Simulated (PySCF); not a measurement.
**Radial density of He (helium, neutral)**

UHF, 1s2, closed-shell 1S. All numbers are calculated (PySCF 2.14, the non-relativistic Hamiltonian (point nucleus), in 6-31G* (2s, 2 functions)).

| r (bohr) | 4πr²ρ (e/bohr) |
| --- | --- |
| 0.0154 | 0.008683 |
| 0.0258 | 0.02434 |
| 0.0434 | 0.06715 |
| 0.0731 | 0.1774 |
| 0.123 | 0.4235 |
| 0.207 | 0.8521 |
| 0.348 | 1.439 |
| 0.585 | 1.723 |
| 0.984 | 1.293 |
| 1.65 | 0.4232 |
| 2.78 | 0.04209 |
| 4.68 | 2.551e-05 |
